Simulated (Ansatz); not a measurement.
`N[AsH][GaH2]`. The species carries charge 0 and has multiplicity 1.

Z-matrix (Å, degrees):
```
N
As 1 1.870
H 1 1.011 2 109.0
H 1 1.011 2 114.2 3 -120.9
Ga 2 2.416 1 101.8 3 123.4
H 2 1.530 1 97.5 3 -145.1
H 5 1.576 2 118.7 1 -21.4
H 5 1.571 2 120.3 1 160.8
```

**Question.** What are the harmonic wavenumbers in cm⁻¹ at PBE0-D4/def2-TZVP (Ansatz, finite differences of forces, unscaled)? (Best estimate.)

**Answer.** Ansatz gave: 109, 165, 179, 257, 373, 438, 571, 624, 721, 732, 826, 992, 1597, 1932, 1962, 2152, 3545, 3639.

**Question.** Is this a minimum?

**Answer.** Yes, all 18 modes are real.

**Question.** Give the ideal-gas thermochemistry at 298.15 K and 1 bar (rigid rotor, harmonic oscillator; point group C1, symmetry number 1).

**Answer.** Zero-point energy 124.5 kJ/mol; H(298) − E = 144.0 kJ/mol; entropy 340.6 J/(mol·K), of which translation 172.4, rotation 111.9, vibration 56.3; G(298) − E = 42.5 kJ/mol.
